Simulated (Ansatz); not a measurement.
Mulliken charges of H4Se4Si (`[SeH][Si]([SeH])([SeH])[SeH]`) from r2SCAN/def2-TZVPP in Ansatz (PBE0-D4/def2-TZVP geometry).

```json
{"atom": "Se1", "x (Å)": "-0.329", "y (Å)": "1.284", "z (Å)": "-2.146", "charge (e)": "-0.162"}
{"atom": "Si2", "x (Å)": "0.223", "y (Å)": "0.095", "z (Å)": "-0.287", "charge (e)": "0.365"}
{"atom": "Se3", "x (Å)": "2.433", "y (Å)": "-0.319", "z (Å)": "-0.639", "charge (e)": "-0.162"}
{"atom": "Se4", "x (Å)": "-1.121", "y (Å)": "-1.740", "z (Å)": "-0.248", "charge (e)": "-0.157"}
{"atom": "Se5", "x (Å)": "0.064", "y (Å)": "1.225", "z (Å)": "1.680", "charge (e)": "-0.157"}
{"atom": "H6", "x (Å)": "-1.450", "y (Å)": "1.947", "z (Å)": "-1.466", "charge (e)": "0.067"}
{"atom": "H7", "x (Å)": "2.408", "y (Å)": "-1.518", "z (Å)": "0.209", "charge (e)": "0.067"}
{"atom": "H8", "x (Å)": "-0.744", "y (Å)": "-2.086", "z (Å)": "1.131", "charge (e)": "0.069"}
{"atom": "H9", "x (Å)": "-1.397", "y (Å)": "1.064", "z (Å)": "1.748", "charge (e)": "0.069"}
```

Q: By hand: the dipole of these point charges (1 e Å = 4.8032 D).

A: Σ q r = (-0.177, -0.083, 0.236) e Å, of length 0.306 e Å = 1.47 D.

Q: How does the dipole of the full density compare? (Estimate.)

A: The calculation gave: (-0.179, -0.084, 0.239) e Å, 1.49 D; the point charges give 0.99 times that, at 0° from its direction.

Point charges leave out the atoms' own dipoles, such as those of lone pairs, and Mulliken's split depends on the basis, so the close match here is no proof of good charges.
